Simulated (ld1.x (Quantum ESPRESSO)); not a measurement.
Logarithmic derivatives: I (Z = 53), TM

iodine (I), norm-conserving Troullier–Martins (Kleinman–Bylander form), made with ld1.x (Quantum ESPRESSO) 7.5 (PBE, scalar-relativistic). Core [Kr], reference 4d10 5s2 5p4.5 (charge +0.5). Waves: 5s (bound): rc 1.50 bohr; 5p (bound): rc 1.45 bohr; 4d (bound): rc 0.85 bohr. Local part: all-electron potential smoothed inside 1.00 bohr (lloc = -1). Core correction: a·sin(br)/r model core inside 0.60 bohr.

The phase is arctan(r·u′/u) with u = r·R(r), unwrapped; energies in Ry, scanned from -6 to 5 Ry. A pole is an energy at which the radial function vanishes at the test radius. The pseudo phase is shifted by a multiple of π to meet the all-electron one at the reference energy, and phase errors are pseudo minus all-electron; the curves can meet again beyond the range given. Levels narrower than the energy grid can be missing from the lists of poles.

Q: For each channel, where are the poles, and over which energies does the pseudopotential scatter like the atom?

A:

| channel | radius (bohr) | reference energy (Ry) | poles, all-electron | poles, pseudo | unbroken range about the reference energy with phases within 0.05 rad | phase error 1 Ry above the reference energy (rad) |
| --- | --- | --- | --- | --- | --- | --- |
| s | 1.65 | -1.59 | none | 2.23 | below -0.1 | -0.028 |
| p | 1.65 | -0.82 | none | none | above -5.6 | +0.000 |
| d | 1.65 | -4.03 | -3.38 | -3.38 | the whole range | -0.000 |

Note: ghost states, extra bound levels that the all-electron valence spectrum of the same l lacks: s at -320.7 eV, p at -90.4 eV. A true bound ghost makes a file unfit for plane-wave use.

Phases in the d channel:

| E (Ry) | all-electron | pseudo |
| --- | --- | --- |
| -6.00 | 1.190 | 1.189 |
| -5.74 | 1.152 | 1.151 |
| -5.48 | 1.097 | 1.097 |
| -5.22 | 1.011 | 1.010 |
| -4.96 | 0.854 | 0.853 |
| -4.70 | 0.507 | 0.505 |
| -4.44 | -0.281 | -0.282 |
| -4.18 | -1.020 | -1.020 |
| -3.92 | -1.335 | -1.335 |
| -3.66 | -1.482 | -1.482 |
| -3.40 | -1.565 | -1.565 |
| -3.14 | -1.620 | -1.620 |
| -2.88 | -1.659 | -1.659 |
| -2.62 | -1.690 | -1.690 |
| -2.36 | -1.715 | -1.715 |
| -2.10 | -1.737 | -1.737 |
| -1.84 | -1.756 | -1.757 |
| -1.58 | -1.775 | -1.775 |
| -1.32 | -1.792 | -1.792 |
| -1.06 | -1.809 | -1.810 |
| -0.80 | -1.826 | -1.827 |
| -0.54 | -1.844 | -1.845 |
| -0.28 | -1.862 | -1.863 |
| -0.02 | -1.881 | -1.882 |
| 0.24 | -1.902 | -1.903 |
| 0.50 | -1.924 | -1.926 |
| 0.76 | -1.949 | -1.951 |
| 1.02 | -1.976 | -1.979 |
| 1.28 | -2.007 | -2.010 |
| 1.54 | -2.042 | -2.046 |
| 1.80 | -2.083 | -2.088 |
| 2.06 | -2.131 | -2.137 |
| 2.32 | -2.188 | -2.196 |
| 2.58 | -2.257 | -2.267 |
| 2.84 | -2.341 | -2.354 |
| 3.10 | -2.445 | -2.462 |
| 3.36 | -2.573 | -2.595 |
| 3.62 | -2.731 | -2.760 |
| 3.88 | -2.919 | -2.955 |
| 4.14 | -3.131 | -3.172 |
| 4.40 | -3.351 | -3.394 |
| 4.66 | -3.560 | -3.601 |
| 4.92 | -3.743 | -3.780 |
